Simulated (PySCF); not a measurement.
## Computed structure and properties of Eu2OCl2

System: Eu2OCl2 (singlet in the valence; each metal's 4f electrons, 7 of them, lie in its core potential, out of spins and levels); start: template (D∞h). Method: PySCF 2.14.0, RKS r2SCAN, Eu lcecp-0-SVP with ECP53, O def2-SVP, Cl def2-SVP; non-relativistic Hamiltonian with scalar-relativistic core potentials where named; density fitting; no spin-orbit coupling.

Input of the relaxation:

```python
mol = gto.M(atom='''
Eu     0.00000     0.00000     2.27470
Eu     0.00000     0.00000    -2.27470
O      0.00000     0.00000     0.00000
Cl     0.00000     0.00000     5.06940
Cl     0.00000     0.00000    -5.06940''',
    basis={'Eu': 'lcecp-0-SVP', 'O': 'def2-SVP', 'Cl': 'def2-SVP'},
    ecp={'Eu': 'lcecp-0-SVP'},
    charge=0, spin=0)
mf = dft.RKS(mol, xc='R2SCAN')
mf.grids.atom_grid = (50, 194)  # f atoms: unpruned, at least (60, 302)
mf = mf.density_fit()  # fitting sets: Eu AutoAux, O def2-universal-JKFIT, Cl def2-universal-JKFIT
mf.conv_tol = 1e-08; mf.max_cycle = 55
mf.kernel(dm0)  # dm0: converged density of the start geometry
# quasi-Newton relaxation in Cartesian coordinates to a largest gradient under 0.00045 Eh/bohr, steps kept in the point group
```

Run from Python with OMP_NUM_THREADS=2; the lines above give its settings. Where DIIS fails, smearing, a level shift and second-order steps follow.
It took 38 s on 2 threads of Arm Neoverse V1, with other jobs on the host, from the converged density of the start.

Course of the relaxation:

```csv
step,energy above end (eV),largest force component within the symmetry (eV/Å)
0,0.1359,0.611
1,0.0467,0.415
2,0.0005,0.060
3,0.0001,0.042
4,0.0000,0.014
```

Relaxed geometry (D∞h):

```xyz
5

Eu    0.0000    0.0000    2.1916
Eu    0.0000    0.0000   -2.1916
O     0.0000    0.0000    0.0000
Cl    0.0000    0.0000    4.9192
Cl    0.0000    0.0000   -4.9192
```

| contact | Å |
| --- | --- |
| Eu1–O3 (O) | 2.192 |
| Eu1–Cl4 (Cl) | 2.728 |
| Eu2–Cl5 (Cl) | 2.728 |

On the finer grid (75, 302):

- HOMO: not given (4f levels lie in the core)
- LUMO: not given (4f levels lie in the core)
- Dipole about the centre of mass: 0.00 D
- Set of Mulliken populations of Eu1 outside the core potential: s 2.14, p 6.20, d 0.81, f 0.03
- D3(BJ) dispersion energy (not in the energies): -0.030 eV

```tsv
atom	Mulliken (e)	Löwdin (e)	spin (e)
Eu1	0.83	0.61	0.00
Eu2	0.83	0.61	0.00
O3	-0.75	-0.66	0.00
Cl4	-0.45	-0.28	0.00
Cl5	-0.45	-0.28	0.00
```

The 4f levels lie in the core potential and are missing. Their spin isn't counted.

No frequency check is given for this geometry.

Rigid scan of O along the line from its metal:

distance to O3 (Å), energy (eV) and a bar:
```
     1.89      1.202 ############
     1.99      0.508 #####
     2.09      0.121 #
     2.19      0.000 
     2.29      0.121 #
     2.39      0.508 #####
     2.49      1.202 ############
     2.64      3.009 ##############################
```

Taking off one Cl (charge -1, singlet; the rest: singlet) in vacuum, both parts rigid, costs 7.06 eV; the small basis without counterpoise inflates it. Most of it is the attraction of opposite charges; other ways to part are cheaper, and one spin state was tried for the rest.

Rigid scan of Cl along the line from its metal:

distance to Cl4 (Å), energy (eV) and a bar:
```
     2.43      0.475 ######
     2.53      0.187 ##
     2.63      0.042 #
     2.73      0.000 
     2.83      0.032 
     2.93      0.114 ##
     3.13      0.375 #####
     3.43      0.868 ############
     3.83      1.537 ####################
     4.33      2.254 ##############################
```

One start shape was tried, so this needn't be the lowest isomer.

An lcecp potential fixes the number of 4f electrons, so in runs with it no electron can move into or out of that shell.
